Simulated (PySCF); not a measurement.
# Telling isomers of C₇H₈N₂ apart by NMR

PySCF 2.14.0 with density-fitted response routines calculation with coordinates at the GFN2-xTB level and σ from GIAO-PBE0/pcSseg-1; equivalent nuclei averaged, in vacuum, one computed conformer, no relativistic terms.

Shifts are taken against calculated references (same method and geometry level): 1H, 13C against TMS. Where no couplings were computed, multiplicities follow the n + 1 count of equivalent neighbours, and m marks all less simple cases (inequivalent or close neighbours, rings, F or P nearby). Shifts are as computed. Against solution values, carbons near 30 ppm lie about +3 ppm off and those near 130 ppm about +5 ppm. Of 1211 compounds with measured shifts, 218 miss one by over three times the rms of a fit or turn the order of signals round; such compounds aren't used in these exercises. OH and NH positions are gas-phase values without hydrogen bonding to other molecules.

(1) Tabulate the signals of `C/N=C/c1cccnc1`, `[H]/N=C\Cc1ccccn1`, `C#C[C@@H](C#N)C1CNC1` and their relative energies.

(2) What is the quickest way to tell C/N=C/c1cccnc1 from C#C[C@@H](C#N)C1CNC1?

(3) What is the quickest way to tell [H]/N=C\Cc1ccccn1 from C#C[C@@H](C#N)C1CNC1?

(4) What is the quickest way to tell C/N=C/c1cccnc1 from [H]/N=C\Cc1ccccn1?

Results:

(1) 
```tsv
SMILES	carbon types	δC	δH	E rel. (kcal/mol)
C/N=C/c1cccnc1	1×C 5×CH 1×CH3	162.6, 157.8, 157.6, 140.7, 136.5, 128.7, 52.0	8.96 (d, 1H), 8.95 (d, 1H), 8.90 (s, 1H), 8.39 (s, 1H), 7.52 (m, 1H), 3.97 (s, 3H)	0.0
[H]/N=C\Cc1ccccn1	1×C 5×CH 1×CH2	174.9, 161.9, 155.9, 142.9, 128.7, 126.3, 59.5	10.69 (br s, 1H), 8.95 (d, 1H), 7.94 (m, 1H), 7.83 (t, 1H), 7.36 (d, 1H), 7.30 (m, 1H), 3.61 (d, 2H)	0.7
C#C[C@@H](C#N)C1CNC1	2×C 3×CH 2×CH2	122.0, 82.5, 78.9, 53.2, 53.2, 40.8, 26.5	4.07 (m, 1H), 4.05 (m, 1H), 3.80 (m, 1H), 3.44 (m, 1H), 3.41 (m, 1H), 2.62 (m, 1H), 1.64 (d, 1H), 0.46 (br s, 1H)	72.8
```

Energies are electronic energies at PBE0/pcSseg-1 on these geometries, without zero-point or thermal terms, each for the one conformer computed, which needn't be the lowest.

(2) Both give the same number of carbon signals, but DEPT or the intensities differ. The first has a C=N carbon (CH) at 162.6 ppm, the second an sp3 CH2 bonded to N at 53.2 ppm. Their most deshielded carbons lie at 162.6 and 122.0 ppm. In the proton spectra the most deshielded non-exchanging signals are 8.96 (d, 1H) and 4.07 (m, 1H).

(3) Both give the same number of carbon signals, but DEPT or the intensities differ. The first has a C=N carbon (CH) at 174.9 ppm, the second an alkyne carbon (C) at 82.5 ppm. Their most deshielded carbons lie at 174.9 and 122.0 ppm. In the proton spectra the most deshielded non-exchanging signals are 8.95 (d, 1H) and 4.07 (m, 1H).

(4) Both give the same number of carbon signals, but DEPT or the intensities differ. The first has a methyl carbon bonded to N (CH3) at 52.0 ppm, the second an sp3 CH2 on an aromatic ring at 59.5 ppm. Their most deshielded carbons lie at 162.6 and 174.9 ppm.
